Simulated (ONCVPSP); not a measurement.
# Ge, ONCV: configuration errors across variants

germanium, optimised norm-conserving Vanderbilt (ONCV), made with ONCVPSP 4.0.1 (PBEsol, non-relativistic). Core [Ne] 3s2, reference 3p6 3d10 4s2 4p1.5 (charge +0.5). Waves: 4s: rc 1.90 bohr, ncon 4, nbas 8, qcut 3 1/bohr, 2 projectors, debl 0.8 Ha; 3p+4p: rc 1.20 bohr, ncon 4, nbas 7, qcut 11.3 1/bohr, 2 projectors; 3d: rc 1.05 bohr, ncon 3, nbas 8, qcut 18 1/bohr, 2 projectors, debl 3 Ha. Local part: polynomial inside 0.65 bohr (lpopt 5, dvloc0 0 Ha). Core correction: Teter function, fcfact 4, rcfact 1.25.

All-electron excitation energies from the reference (eV): (1) 3p6 3d10 4s2 4p2 -2.823; (2) 3p6 3d10 4s2 4p1 4.663; (3) 3p6 3d10 4s2 4p0 20.124; (4) 3p6 3d10 4s0 4p0 99.771.

1 further variants failed, have other tests or too few solved ones, and are left out.

A true bound ghost makes a file unfit for plane-wave use even where its test errors are small: the radial tests pick states by their node count and pass the ghost by.

Errors AE − PS in meV (a dash: test not solved or not reliable):

```csv
change,(1),(2),(3),(4),bound ghosts,GHOST(+) flags above zero
base,0.0,0.0,+1.0,-66,s,none
s: qcut 1.9; p: qcut 7.1; d: qcut 11.3,0.0,+0.1,+1.5,-99,s,p
s: qcut 2.2; p: qcut 8.4; d: qcut 13.4,0.0,0.0,+1.4,-96,s,none
s: qcut 2.6; p: qcut 9.9; d: qcut 15.8,0.0,0.0,+1.2,-84,s,none
s: qcut 3.2; p: qcut 12; d: qcut 19.1,0.0,0.0,+0.5,-58,"s, p",none
s: qcut 3.4; p: qcut 12.9; d: qcut 20.6,0.0,0.0,+0.7,-48,s,none
s: qcut 3.7; p: qcut 14.1; d: qcut 22.5,0.0,0.0,+0.4,-35,s,none
s: qcut 4; p: qcut 15.2; d: qcut 24.2,0.0,0.0,+0.4,-28,s,none
```

Question: Give the same row for: s: qcut 2.8; p: qcut 10.7; d: qcut 17.1.

Answer: 0.0, 0.0, +1.1, -75; bound ghosts: s; GHOST(+) flags above zero: none.
